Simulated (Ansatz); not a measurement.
`C#Cc1ccc(C#Cc2ccc(C#Cc3ccc(C#Cc4ccc(C#Cc5ccc(C#Cc6ccc(C#Cc7ccccc7)cc6)cc5)cc4)cc3)cc2)cc1`. The state is a singlet with charge 0. Geometry PBE-D4/def2-SVP, basis def2-SVP, Ansatz.

```json
{"run": "A", "HOMO (eV)": "-4.93", "LUMO (eV)": "-3.17"}
{"run": "B", "HOMO (eV)": "-5.70", "LUMO (eV)": "-2.62"}
{"run": "C", "HOMO (eV)": "-5.10", "LUMO (eV)": "-3.19"}
{"run": "D", "HOMO (eV)": "-5.82", "LUMO (eV)": "-2.65"}
{"run": "E", "HOMO (eV)": "-5.38", "LUMO (eV)": "-2.98"}
```

Single mean-field runs in def2-SVP are fitted with def2-universal-jkfit.

Problem. The runs used PBE, PBE0, r2SCAN, r2SCAN0, r2SCANh. Estimate which is which.

Solution. A PBE (0 % exact exchange); B PBE0 (25 % exact exchange); C r2SCAN (0 % exact exchange); D r2SCAN0 (25 % exact exchange); E r2SCANh (10 % exact exchange). Exact exchange lowers occupied and raises empty levels; among semilocal functionals meta-GGAs tend to open the gap a little, and such runs are hard to tell apart. The gap grows from 1.77 eV (PBE) to 3.17 eV (r2SCAN0).
